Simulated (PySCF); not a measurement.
C4H8OS, SMILES C(=O)CCCS. Atoms are numbered in the order given.

```xyz
14

O      3.1138    -0.5076     0.8052
C      2.3907    -0.2696    -0.1390
C      0.8982    -0.5150    -0.1834
C      0.1145     0.7005    -0.7007
C     -1.3759     0.4400    -0.9213
S     -2.1972     0.0353     0.6795
H      2.8131     0.1697    -1.1000
H      0.5608    -0.8400     0.8208
H      0.7357    -1.3713    -0.8802
H      0.5485     1.0349    -1.6691
H      0.2385     1.5516     0.0038
H     -1.8537     1.3409    -1.3556
H     -1.5160    -0.4028    -1.6304
H     -3.4471    -0.1220     0.1631
```
Charge 0, spin multiplicity 1.

Geometry optimised at PBE-D3(BJ)/def2-SVP. One conformer was computed; it need not be the lowest.

Method: PBE/def2-TZVP (PySCF).

Atomic charges (e):

| atom | Löwdin | IAO | Mulliken |
|---|---|---|---|
| O1 | [?] | -0.36 | -0.22 |
| C2 | [?] | 0.26 | 0.06 |
| C3 | [?] | -0.31 | -0.11 |
| C4 | -0.30 | -0.25 | -0.24 |
| C5 | [?] | -0.32 | -0.16 |
| S6 | 0.21 | -0.09 | -0.23 |
| H7 | [?] | 0.08 | 0.04 |
| H8 | 0.15 | 0.16 | 0.12 |
| H9 | 0.16 | 0.16 | 0.11 |
| H10 | 0.15 | 0.14 | 0.11 |
| H11 | 0.15 | 0.15 | 0.12 |
| H12 | 0.13 | 0.15 | 0.13 |
| H13 | 0.13 | 0.15 | 0.12 |
| H14 | 0.05 | 0.10 | 0.14 |

Question: Some entries are withheld; supply them. (The exact figures need the calculation; the answer reports its results.)

Answer: 
- O1, Löwdin: 0.13
- C2, Löwdin: -0.31
- C3, Löwdin: -0.27
- C5, Löwdin: -0.48
- H7, Löwdin: 0.11

Computed Mayer and Wiberg (Löwdin basis) orders of the bonds:
```csv
bond,Mayer,Wiberg
O1–C2,2.19,2.78
C2–C3,0.94,1.26
C3–C4,0.99,1.21
C4–C5,1.02,1.28
C5–S6,1.07,1.46
C2–H7,0.94,0.86
C3–H8,0.92,0.83
C3–H9,0.91,0.81
C4–H10,0.94,0.83
C4–H11,0.95,0.84
C5–H12,0.95,0.88
C5–H13,0.95,0.87
S6–H14,0.96,1.03
```
